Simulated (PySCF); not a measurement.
A survey of $^{31}$P NMR shifts

PySCF 2.14.0 with density-fitted response routines calculation with GFN2-xTB geometry and GIAO PBE0/pcSseg-1 shieldings; fast rotation and ring inversion assumed for equivalent nuclei, relativity neglected, one computed conformer, in vacuum.

Shieldings were converted by a linear fit to measured shifts: $^{31}$P: δ = 270.09 − 0.828σ (rms 18.1 ppm, 64 shifts vs H3PO4, solution or neat liquid). Occasional misses reach two or three times the rms, and more in compound classes unlike the fitted ones.

Question: Give the $^{31}$P shifts of `C#Cc1pcc(C#N)c(C)p1`, `[SiH3]c1pcpcp1`.

Answer: 
```csv
compound,environment,δ (ppm)
[CH:1]#[C:2][c:3]1[p:4][cH:5][c:6]([C:7]#[N:8])[c:9]([CH3:10])[p:11]1,"P11: phosphorus bonded to 2 C, in a 6-membered ring",249.4
[CH:1]#[C:2][c:3]1[p:4][cH:5][c:6]([C:7]#[N:8])[c:9]([CH3:10])[p:11]1,"P4: phosphorus bonded to 2 C, in a 6-membered ring",236.0
[SiH3:1][c:2]1[p:3][cH:4][p:5][cH:6][p:7]1,"P3/7: phosphorus bonded to 2 C, in a 6-membered ring (×2)",250.8
[SiH3:1][c:2]1[p:3][cH:4][p:5][cH:6][p:7]1,"P5: phosphorus bonded to 2 C, in a 6-membered ring",214.5
```

Question: Match the shifts 171.0, -59.1, -235.9 ppm to `CC#CC(=O)C(=O)[SiH2][SiH2]P`, `Fc1pcsc1C(F)(F)F`, `CP(C)CP(C)C`.

Answer: 171.0: Fc1pcsc1C(F)(F)F (phosphorus bonded to 2 C, in a 5-membered ring); -59.1: CP(C)CP(C)C (phosphorus bonded to 3 C); -235.9: CC#CC(=O)C(=O)[SiH2][SiH2]P (phosphorus bonded to Si, 2 H).
